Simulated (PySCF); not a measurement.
# Excitation energies in several basis sets

Compound: BrClFGeH.
SMILES: `[Cl][Ge@@H]([Br])[F]`

TDDFT with PBE0 (PySCF), vertical singlets, core orbitals frozen in the response, spherical d and f functions. Geometry: PBE0-D3(BJ)/def2-SVP; no solvent, vibrations or thermal averaging. Relativistic effects, spin–orbit coupling among them, are left out although an element past zinc is present.

**Question.** How do the low singlets change with the basis? Take 6-31G*, def2-SVP, aug-cc-pVDZ, def2-SVPD, def2-TZVP, def2-TZVPD and aug-cc-pVTZ.

**Answer.** 

```tsv
basis	functions	diffuse	S1 (eV)	S2 (eV)	S3 (eV)	S4 (eV)	S5 (eV)	LUMO (eV)	α (au)
6-31G*	98	no	6.19	6.23	6.87	7.02	7.71	-1.42	48.9
def2-SVP	101	no	6.32	6.36	6.98	7.12	7.77	-1.24	47.5
aug-cc-pVDZ	131	yes	6.06	6.11	6.74	6.89	7.42	-1.68	63.3
def2-SVPD	137	yes	6.10	6.14	6.81	6.97	7.46	-1.67	64.0
def2-TZVP	170	no	6.21	6.25	6.88	7.04	7.60	-1.46	57.8
def2-TZVPD	206	yes	6.15	6.19	6.82	6.98	7.45	-1.57	64.7
aug-cc-pVTZ	237	yes	6.15	6.19	6.82	6.98	7.43	-1.58	64.6
```

States are compared by their number. Against the largest diffuse basis here (aug-cc-pVTZ, itself not a converged limit), sets without diffuse functions differ by up to 0.17 eV in S1 and 0.35 eV in S5; the smaller diffuse sets differ by up to 0.09 and 0.03 eV. State by state, the largest deviation of a set without diffuse functions is S1 0.17, S2 0.17, S3 0.16, S4 0.14, S5 0.35 eV. The same number needn't mean the same state in each row. Against aug-cc-pVTZ the polarisability deviates by -24% in 6-31G*, -26% in def2-SVP, -2% in aug-cc-pVDZ, -1% in def2-SVPD, -10% in def2-TZVP, 0% in def2-TZVPD.
